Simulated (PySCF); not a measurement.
Excitations are Tamm–Dancoff values on a coarser integration grid. The basis has no diffuse functions, so Rydberg states are missing or too high.

Cartesian coordinates (Å):
SMILES: FC(F)(F)S
```xyz
6

F     -0.7034    -0.1303     1.2580
C     -0.4258    -0.0287    -0.0446
F     -1.3051    -0.7751    -0.7135
F     -0.6245     1.2479    -0.3835
S      1.2307    -0.6091    -0.4522
H      1.8281     0.2953     0.3358
```
Charge 0, multiplicity 1.

Q: Estimate the S1 excitation (TDA), total energy and HOMO–LUMO gap that CAM-B3LYP-D3(BJ)/def2-TZVP (PySCF) returns for this input.

A: 
```yaml
S1 excitation (TDA): 5.77 eV
total_energy: -20041.79 eV
HOMO–LUMO gap: 10.38 eV
```
